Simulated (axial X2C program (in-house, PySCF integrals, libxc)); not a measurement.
# Potential curves of ZrS⁺, 2c

Computed with an axial X2C code built on PySCF integrals. Two-component (2c) means X2C with spin–orbit coupling and atomic mean-field two-electron Coulomb and Gaunt terms. Basis: Zr dyall-cv3z [11s12p9d6f3g], S dyall-av3z [9s8p3d2f] (cores contracted in-house); Gaussian nuclei, density fitting, unrestricted open shells. Masses: Zr 89.905 u, S 31.972 u.

State: Ω = 3/2 (⟨Sz⟩ = -0.50, ⟨Lz⟩ = 2.00 at PBEsol). Energies in kJ/mol from the lowest point of each curve. Fits are polynomials in 1 − R0/R over 0.85 to 1.23 times the lowest point R0.

```tsv
R (Å)	PBEsol	PBE0
1.8627	159.73	157.50
1.9483	68.99	66.55
2.0125	28.83	26.77
2.0768	7.13	5.90
2.1410	0.00	0.00
2.2159	5.73	7.61
2.2909	22.69	26.76
2.3872	55.67	62.45
2.5050	105.92	114.05
2.6763	184.41	188.91
```

The state is one determinant whose occupation by symmetry is held fixed; it was picked as the lowest of a PBE0 search that is not exhaustive. Density functionals use the spin component along the axis (collinear). Other states lie close and PBE0, whose exact exchange favours high spin, may order them wrongly; the determinant shown need not be the ground state. The nearest other 2c determinant of the search, Ω = 5/2, lies 0.09 eV up at the distance of the search. The functionals have no current-density term, which raises determinants with orbital currents, atoms included. At some level and bond length an empty orbital lies below a filled one. The determinant is spin-polarised beyond a pure state at some levels (its spin-free form has ⟨S²⟩ too high), which makes Re and μ there less reliable.

**Question.** What are Re and ωe at the PBEsol level?

**Answer.** At PBEsol, 2c: Re = 2.147 Å, ωe ≈ 564 cm⁻¹; Be follows as 0.155 cm⁻¹.

**Question.** What are Re and ωe at the PBE0 level?

**Answer.** At PBE0, 2c: Re = 2.139 Å, ωe ≈ 582 cm⁻¹; Be follows as 0.156 cm⁻¹.
